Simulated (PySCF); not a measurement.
Ti: electron affinity

Ti⁻ [Ar] 3d3 4s2 (4F) → Ti [Ar] 3d2 4s2 (3F), as a difference of total energies. Calculation: PySCF 2.14, in aug-cc-pVTZ-DK; the spin-free X2C one-electron Hamiltonian (Gaussian nucleus). Correlated levels: valence: [Ar] frozen. The calculations carry no spin-orbit coupling.

| method | electron affinity (eV) | difference from reference (eV) |
| --- | --- | --- |
| UHF | -0.946 | -1.022 |
| MP2 (valence) | -0.747 | -0.823 |
| SCS-MP2 (valence) | -1.213 | -1.289 |
| CCSD (valence) | -0.402 | -0.478 |
| CCSD(T) (valence) | -0.285 | -0.361 |

Reference: 0.076 eV (measured; photodetachment measurements, as compiled on the Wikipedia data page of electron affinities).

The reference lies between the lowest fine-structure levels, while these numbers refer to the centres of the terms.

Errors of the correlated levels include the incompleteness of this basis and the frozen core.

A negative affinity means that the anion lies above the atom at that level of theory.

The coupled-cluster amplitudes are large for Ti⁻ (T1 above 0.03 or a double amplitude above 0.15), so a single reference is strained.
